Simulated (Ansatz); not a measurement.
Mulliken charges of `C[O][W](=[O])([F])=[S]` from PBE/def2-TZVPP in Ansatz (PBE0-D4/def2-TZVP geometry).

```csv
atom,x (Å),y (Å),z (Å),charge (e)
C1,0.796,-1.383,-0.064,-0.116
O2,0.009,-0.320,-0.554,-0.304
W3,-0.794,1.264,-0.086,0.917
O4,-2.477,1.051,-0.139,-0.333
F5,-0.292,2.635,-1.233,-0.265
S6,-0.233,1.723,1.918,-0.253
H7,1.271,-1.097,0.877,0.113
H8,1.559,-1.617,-0.809,0.119
H9,0.160,-2.256,0.090,0.121
```

Task: By hand: the dipole of these point charges (1 e Å = 4.8032 D).

Result: Σ q r = (0.487, -0.657, -0.002) e Å, of length 0.818 e Å = 3.93 D.

Task: How does the dipole of the full density compare? (Best estimate.)

Result: The calculation gave: (0.523, -0.579, -0.171) e Å, 3.84 D; the point charges give 1.02 times that, at 13° from its direction.

Point charges leave out the atoms' own dipoles, such as those of lone pairs, and Mulliken's split depends on the basis, so the close match here is no proof of good charges.
